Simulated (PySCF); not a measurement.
## Working out the electron affinity of Pd

Pd⁻ [Kr] 4d10 5s1 (2S) → Pd [Kr] 4d10 (1S). Calculation: PySCF 2.14, in aug-cc-pVDZ-PP with ECP28MDF (5s5p4d2f, 54 functions); a scalar-relativistic core potential. Frozen: 4s2 4p6. Energies in hartree (1 hartree = 27.21139 eV):

```tsv
part	Pd⁻ (lower)	Pd (upper)
UHF	-126.597883	-126.607907
CCSD correlation	-0.309581	-0.288839
(T)	-0.014444	-0.011011
```

Q: What does Hartree-Fock give?

A: (-126.607907) − (-126.597883) = -0.010024 hartree = -0.273 eV.

Q: What do CCSD and CCSD(T) give?

A: The CCSD correlation energies differ by 0.020742 hartree = 0.564 eV and the triples by 0.003433 hartree = 0.093 eV, so CCSD gives 0.291 eV and CCSD(T) 0.384 eV.

Reference: 0.562 eV (measured; photodetachment measurements, as compiled on the Wikipedia data page of electron affinities).

A double-zeta basis recovers only part of the correlation energy.

The coupled-cluster amplitudes are large, so a single reference is strained.

What remains against the reference includes basis incompleteness, the frozen core and higher excitations.
